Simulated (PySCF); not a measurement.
SiClFI₂, SMILES F[Si](Cl)(I)I.

Geometry: B3LYP-D3(BJ)/def2-SVP. The def2 effective core potentials stand for the cores of I; spin–orbit coupling is left out.

Two levels are set side by side: TDA-PBE/def2-SVPD (PySCF) and TDA-ωB97X/def2-SVPD (PySCF). Vertical, same geometry. The lowest singlet is HOMO→LUMO 97 % with PBE and HOMO→LUMO 91 % with the other functional; states are paired by order. Differences are taken from unrounded values.

| quantity | TDA-PBE |
|---|---|
| lowest singlet excitation (eV) | 4.09 |
| lowest triplet excitation (TDA) (eV) | 3.70 |

Q: These are the TDA-PBE values. What does TDA-ωB97X give? (An estimate is asked for; the answer gives what the named calculation found.)

A: 
| quantity | TDA-ωB97X | TDA-PBE minus TDA-ωB97X |
|---|---|---|
| lowest singlet excitation (eV) | 5.00 | -0.91 |
| lowest triplet excitation (TDA) (eV) | 4.47 | -0.76 |

Functionals without exact exchange tend to place singlet excitations lower, as here. Differences between two approximate levels are no errors against the true value.

Rough cost on one machine, each run with all the roots and properties that it gave: TDA-ωB97X against TDA-PBE about 5 times.
